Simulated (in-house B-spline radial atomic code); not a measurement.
**Binding energies in the nitrogen ion N⁺**

NIST's tabulated ground configuration is [He] 2s2 2p2; each binding energy is the energy of the ion with one electron taken from that subshell, relaxed, less that of the parent. Method: Dirac-Hartree-Fock, average of configuration, Fermi nucleus of rms radius 2.5582 fm. Calculated with an all-electron radial atomic-structure program (B-spline basis). Energies include first-order Breit, QED and recoil terms.

```tsv
subshell	X-ray name	binding energy (eV)	-ε (eV)	relaxation (eV)
1s	K	432.5	443.7	11.0
2s	L1	38.81	39.97	1.16
2p	L2,3	28.07	29.16	1.09
```

Relaxation = -ε minus the binding energy without Breit, QED and recoil terms.

Problem. What does it cost to remove both a 1s and a 2p electron?

Solution. 486.17 eV, which is 25.56 eV more than the two single binding energies together.

Problem. What does it cost to remove two 2p electrons?

Solution. 75.229 eV, which is 19.1 eV more than the two single binding energies together.

Problem. What does it cost to remove two 1s electrons?

Solution. 961.61 eV, which is 96.53 eV more than the two single binding energies together.
